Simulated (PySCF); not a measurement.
## Mo: interval between two levels

Mo [Kr] 4d5 5s1 [7S3, M_J = 3] → Mo [Kr] 4d4 5s1 5p1 [7F6, M_J = 6], as a difference of total energies. Calculation: PySCF 2.14, in x2c-TZVPall-2c (8s9p7d1f, 77 functions); the two-component X2C-1e Hamiltonian. Correlated levels: [Ar] 3d10 frozen; the 6 highest virtual spinors dropped. "Screened" scales the spin-orbit matrix elements by Boettger's factors to mimic the two-electron term; Breit and QED terms are absent.

```csv
method,interval between two levels (cm⁻¹)
GHF (spin-free),24196
GMP2 (spin-free),28351
GHF (screened spin-orbit),25262
GMP2 (screened spin-orbit),29472
```

The labels give the starting determinants; with spin-orbit coupling the two ends relaxed to ⟨J²⟩ = 12.00, ⟨L²⟩ = 0.01, ⟨S²⟩ = 12.00 and ⟨J²⟩ = 42.02, ⟨L²⟩ = 12.05, ⟨S²⟩ = 11.99.
